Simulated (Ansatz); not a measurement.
Born–Oppenheimer molecular dynamics of AlClH5NO2 (10 atoms, charge 0, multiplicity 1). It starts at the highest image of a converged band, a first-order saddle point between two minima.

These are results of RKS PBE-D4/def2-mTZVP in Ansatz 0.2.0, not measurements.

```json
{
  "ensemble": "NVE (velocity Verlet)",
  "time step": "0.5 fs",
  "steps asked": "200",
  "starting velocities drawn for": "100 K",
  "seed": "11885"
}
```

First frame:

```xyz
10
Properties=species:S:1:pos:R:3
Al -0.013 -0.361 0.194
N 0.088 -0.171 2.080
H -0.766 0.040 2.600
H 0.861 0.337 2.513
Cl 1.526 0.603 -0.920
O -1.622 -0.473 -0.414
H -1.884 -0.028 -1.234
O 0.499 -2.130 0.729
H -0.172 -2.826 0.600
H 0.343 -1.581 1.726
```

**Question.** How far do the bonds stretch over the last three quarters of this one trajectory? (Pairs bonded in most of those frames.)

**Answer.** 
```
   bond  mean (Å)  spread (Å)  shortest  longest
 Al1–N2     2.157       0.154      1.88     2.34
Al1–Cl5     2.172       0.017      2.14     2.20
 Al1–O6     1.739       0.031      1.69     1.80
 Al1–O8     1.742       0.069      1.64     1.86
  N2–H3     1.029       0.019      1.00     1.07
  N2–H4     1.029       0.015      1.00     1.06
 N2–H10     1.032       0.044      0.96     1.11
  O6–H7     0.971       0.010      0.96     0.99
  O8–H9     0.976       0.007      0.96     0.99
```

Mean temperature of the second half: 593 K. The conserved energy stayed within 0.17 meV per atom of its start (net change -0.11 meV per atom), so the integration is sound. The kinetic energy rose, since the run started high on the potential surface and went downhill. A run of 0.1 ps of so small a system gives no equilibrium averages. The orbitals stay closed-shell, which can raise the energy where a bond breaks towards radicals; this wasn't checked here.

Time of the run: 4.2 min on 4 threads of Arm Neoverse V2 (shared host), peak memory 0.17 GiB.
